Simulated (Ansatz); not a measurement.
H$_{2}$I$_{2}$O$_{2}$Zr, SMILES `[OH][Zr]([OH])([I])[I]`. Charge 0, multiplicity 1. Zr, I takes the def2 core potential.

Cartesian coordinates in Å:
```
O -0.277 0.566 -1.591
Zr -0.148 0.194 0.255
O 0.882 -1.359 0.556
I 1.054 2.306 1.499
I -2.658 -0.204 1.253
H -0.269 0.646 -2.541
H 1.415 -2.149 0.568
```

Task: What are the harmonic wavenumbers in cm⁻¹ at PBE0-D4/def2-TZVP (Ansatz, finite differences of forces, unscaled)? (Best estimate.)

Result: The calculation gave: 49, 96, 119, 120, 149, 157, 218, 246, 260, 299, 305, 743, 749, 3986, 3990.

Task: Is this a minimum?

Result: Yes, all 15 modes are real.

Task: Give the ideal-gas thermochemistry at 298.15 K and 1 bar (rigid rotor, harmonic oscillator; point group C2v, symmetry number 2).

Result: Zero-point energy 68.7 kJ/mol; H(298) − E = 96.4 kJ/mol; entropy 431.1 J/(mol·K), of which translation 182.9, rotation 128.4, vibration 119.8; G(298) − E = -32.1 kJ/mol. Modes under 100 cm⁻¹ are hindered rotations or soft bends, so the harmonic entropy is rough.

Task: And at 400, 500, 600, 800 and 1000 K?

Result: 
```tsv
T (K)	H − E (kJ/mol)	S (J/mol/K)	G − E (kJ/mol)
400	109.4	468.6	-78.0
500	122.6	498.0	-126.4
600	136.1	522.6	-177.5
800	163.6	562.1	-286.1
1000	191.6	593.3	-401.8
```
